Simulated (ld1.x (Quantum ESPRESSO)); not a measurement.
Varying the TM potential for Ru (Z = 44)

Base potential:

```json
{"Element": "ruthenium (Ru)", "Generator": "ld1.x (Quantum ESPRESSO) 7.5", "Type": "norm-conserving Troullier–Martins (Kleinman–Bylander form)", "Functional": "PBE", "Relativity": "scalar-relativistic", "Frozen core": "[Ar] 3d10 4s2", "Valence charge": "14", "Reference configuration": "4p6 4d7 5s1 5p0", "Partial waves": "4p (bound): rc 1.00 bohr; 4d (bound): rc 1.95 bohr; 5s (bound): rc 2.60 bohr", "Local potential": "the s channel", "Core correction": "a·sin(br)/r model core inside 1.00 bohr"}
```

All-electron outer shells of the reference configuration (PBE, scalar-relativistic, ld1.x):

| shell | level (eV) | outermost node (bohr) | outermost maximum (bohr) |
| --- | --- | --- | --- |
| 3d | -273.12 | – | 0.30 |
| 4s | -76.37 | 0.48 | 0.92 |
| 4p | -46.42 | 0.49 | 0.98 |
| 4d | -5.20 | 0.48 | 1.21 |
| 5s | -4.24 | 1.24 | 2.73 |
| 5p | -0.91 | 1.41 | 3.97 |

Cutoffs, loose and tight: the cutoffs (Ry, on a coarse ladder) from which the occupation-weighted sum of valence levels, in a spherical-Bessel basis at the reference potential, stays within 10 and 1 mRy of its value at 400 Ry. They do not see the model core or the augmentation charge, which bear on the density cutoff. Test errors are all-electron minus pseudo excitation energies from the reference, over the configurations 4p6 4d7 5s0 5p0; 4p6 4d6 5s0 5p0; 4p6 4d5 5s0 5p0; 4p6 4d7.5 5s0.5 5p0; 4p6 4d6 5s1 5p1; 4p6 4d8 5s0 5p0; 4p6 4d4 5s0 5p0. A dash means not determined; rows that change the core or the reference have their own tests.

```csv
change,outcome,"cutoff, loose","cutoff, tight",bound ghosts,largest test error (meV)
base,generated,120 Ry,230 Ry,none,-810
wave 5s (bound): rc 2.60 bohr becomes 5s (bound): rc 2.10 bohr,generated,120 Ry,230 Ry,none,-796
wave 5s (bound): rc 2.60 bohr becomes 5s (bound): rc 2.40 bohr,generated,120 Ry,230 Ry,none,-813
wave 5s (bound): rc 2.60 bohr becomes 5s (bound): rc 2.76 bohr,generated,120 Ry,230 Ry,none,-823
wave 5s (bound): rc 2.60 bohr becomes 5s (bound): rc 3.22 bohr,generated,120 Ry,230 Ry,none,-963
wave 5s (bound): rc 2.60 bohr becomes 5s (bound): rc 3.44 bohr,generated,120 Ry,230 Ry,none,-1100
```

Question: What comes out with this change to the base: wave 5s (bound): rc 2.60 bohr becomes 5s (bound): rc 1.74 bohr?

Answer: outcome: generated; cutoff, loose: 120 Ry; cutoff, tight: 230 Ry; bound ghosts: none; largest test error (meV): -676.

Question: What comes out with this change to the base: wave 5s (bound): rc 2.60 bohr becomes 5s (bound): rc 3.76 bohr?

Answer: outcome: generated; cutoff, loose: 120 Ry; cutoff, tight: 230 Ry; bound ghosts: none; largest test error (meV): -1282.

Reading the sweep of the s radius (base included, trends over the rows without a ghost): The loose cutoff stays near 120 Ry. The median size of the test errors (rows with all tests solved) rises from 54.2 meV at 1.74 to 159.9 meV at 3.76 bohr. More of the atom is replaced by a form fitted at one configuration, so other configurations suffer as the radius grows.
